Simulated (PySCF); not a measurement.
C₃H₇O, SMILES [CH2]C(C)O, multiplicity 2. Geometry: PBE0-D3(BJ)/def2-SVP. The isomer is the one that the SMILES or the coordinates give; other isomers of the formula were not compared. One conformer was computed; it need not be the lowest.

Level of theory: PBE0-D3(BJ)/def2-SVP (PySCF 2.14.0).

Harmonic wavenumbers (cm⁻¹): 178, 261, 337, 364, 438, 446, 582, 860, 905, 975, 1032, 1151, 1182, 1271, 1326, 1383, 1399, 1426, 1463, 1467, 2990, 3052, 3145, 3163, 3170, 3287, 3856. Rotational constants (GHz): 9.081, 8.433, 4.929; symmetry number 1.

**Question.** Work out the zero-point energy and the ideal-gas rigid-rotor harmonic-oscillator thermochemistry at 298.15 K and 1 atm.

**Answer.** ZPE = ½ Σ hcν = ½ × 41112 cm⁻¹ = 245.91 kJ/mol. H − E(el) = 263.13 kJ/mol. Entropy in J/(mol K): translation 159.62, rotation 101.50, vibration 38.39, spin 5.76, total 305.27. G − E(el) = 172.12 kJ/mol. Cp = 90.27 J/(mol K).
